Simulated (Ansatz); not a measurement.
C$_{3}$H$_{9}$AlClFSi, singlet, geometry from GFN2-xTB (such geometries of metal compounds can be far from the true shape), with bond 11-6 at 1.4 times its length; SC-NEVPT2/STO-3G, CASSCF(6,4) run with Ansatz (an electronic-structure program).

Input for Ansatz:
Ansatz 0.2 input:
```yaml
crystal:
  periodic: [false, false, false]
  atoms:
    - {symbol: Al, position_ang: [-0.14137869, 1.13143155, -0.13988073]}
    - {symbol: Cl, position_ang: [1.24744494, 2.20452596, -1.17513039]}
    - {symbol: F, position_ang: [-1.42548457, 2.02536276, 0.43155980]}
    - {symbol: Si, position_ang: [-0.15306442, -1.25211084, 0.34894945]}
    - {symbol: C, position_ang: [-1.95956667, -1.89632621, 0.38917028]}
    - {symbol: C, position_ang: [0.66184917, -1.64732308, 2.04301664]}
    - {symbol: C, position_ang: [0.81099436, -2.20354509, -1.00963341]}
    - {symbol: H, position_ang: [-2.02101492, -2.93391682, 0.70416060]}
    - {symbol: H, position_ang: [-2.55588985, -1.30554191, 1.07823706]}
    - {symbol: H, position_ang: [-2.42124612, -1.81794326, -0.59093364]}
    - {symbol: H, position_ang: [-0.05880156, -0.92459527, 3.17028838]}
    - {symbol: H, position_ang: [1.69958541, -1.32641749, 2.05778480]}
    - {symbol: H, position_ang: [0.64198527, -2.71031388, 2.26665074]}
    - {symbol: H, position_ang: [1.82318420, -1.82056943, -1.09951145]}
    - {symbol: H, position_ang: [0.33203308, -2.08937763, -1.97768147]}
    - {symbol: H, position_ang: [0.87822548, -3.26592854, -0.79590253]}
basis:
  gaussian:
    orbitals: STO-3G
magnetization: {spin_polarized: false}
correlation: {method: sc_nevpt2, electrons: all, active_space: {window: {electrons: 6, orbitals: 4}}}
```

It wrote (shortened):

```
Functional definition: HF
693 factors; integrals over basis functions are off by at most 7.2e-5 eV
mean field evaluation 1: about -32508.9304 eV, gradient 2.7e1 eV
mean field evaluation 2: about -32509.0834 eV, gradient 2.6e1 eV
mean field evaluation 4: about -32512.6349 eV, gradient 1.9e0 eV
mean field evaluation 8: about -32512.6558 eV, gradient 1.8e-4 eV
mean field -32512.65575420 eV, -1194.8180610974 hartree, gradient 6.9e-7 eV, S^2 0.000000; 0 other end points of the search recorded, 0 dependent functions left out
reference -32512.65575420 eV, -1194.8180610974 hartree; 40, 40 occupied and 16, 16 virtual orbitals, 693 factors
state -32513.74024557 eV, -1194.8579154201 hartree
state -32513.74024557 eV, -1194.8579154201 hartree; corrected -32520.16614239 eV, -1195.0940627727 hartree
Total energy: -32520.16614239 eV, -1195.0940627727 hartree
```
